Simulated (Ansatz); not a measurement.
Geometry optimisation, Ansatz 0.2.0, RKS PBE0-D4/def2-SVP.

The input (input.yaml):

```yaml
crystal:
  periodic: [false, false, false]
  atoms:
    - { symbol: Sn, position_ang: [-0.065422, -0.18338, 0.015092] }
    - { symbol: O, position_ang: [-0.091187, -0.332681, 1.981039] }
    - { symbol: H, position_ang: [-0.975221, -0.255557, 2.360257] }
    - { symbol: H, position_ang: [1.574161, -0.097633, -0.412225] }
    - { symbol: O, position_ang: [-1.011237, 1.480325, -0.517576] }
    - { symbol: H, position_ang: [-1.870384, 1.285128, -0.909349] }
    - { symbol: H, position_ang: [-0.963989, -1.499702, -0.63858] }
    - { symbol: P, position_ang: [1.230288, 2.966629, 1.384438] }
    - { symbol: H, position_ang: [2.564212, 2.499462, 1.604955] }
    - { symbol: H, position_ang: [1.230631, 2.621983, 0.002895] }
    - { symbol: H, position_ang: [0.644948, 1.749826, 1.832454] }
basis:
  gaussian: { orbitals: def2-SVP }
hamiltonian:
  xc: pbe0
  dispersion: d4
relax:
  f_tol: 0.03
  max_steps: 50
```

Command:

```bash
$ ansatz run input.yaml --threads 2 --pin off --max-ram 3072MiB --backend cpu --events-out ev --progress --plain --runs-dir out
```

Problem. Where does it end, and by what steps?

Solution. The run converged. After 16 steps the energy has fallen by 0.106 eV; H10 moved furthest, 0.92 Å.

```csv
step,energy less start (eV),largest force component (eV/Å),accepted
0,0.0000,0.486,yes
1,-0.0646,0.132,yes
2,-0.0348,0.349,no
3,-0.0720,0.214,yes
4,-0.0773,0.053,yes
5,-0.0832,0.053,yes
6,-0.0828,0.439,no
7,-0.0874,0.034,yes
8,-0.0909,0.108,yes
9,-0.0911,0.355,yes
10,-0.0969,0.229,yes
11,-0.0991,0.131,yes
12,-0.1038,0.063,yes
13,-0.0899,0.965,no
14,-0.1052,0.038,yes
15,-0.1054,0.049,yes
16,-0.1055,0.013,yes
```

```xyz
11
Properties=species:S:1:pos:R:3
Sn -0.095 -0.406 -0.079
O -0.157 -0.323 1.905
H -1.041 -0.160 2.252
H 1.554 -0.539 -0.454
O -0.714 1.328 -0.830
H -1.664 1.357 -0.987
H -1.165 -1.633 -0.625
P 1.426 3.151 1.685
H 2.551 2.547 1.042
H 0.584 2.999 0.541
H 0.988 1.915 2.254
```

Whether the end is a true minimum wasn't checked by a vibrational analysis.

Time of the run: 52 s on 2 threads of Intel(R) Xeon(R) Platinum 8488C (Sapphire Rapids) (shared host), peak memory 0.28 GiB.
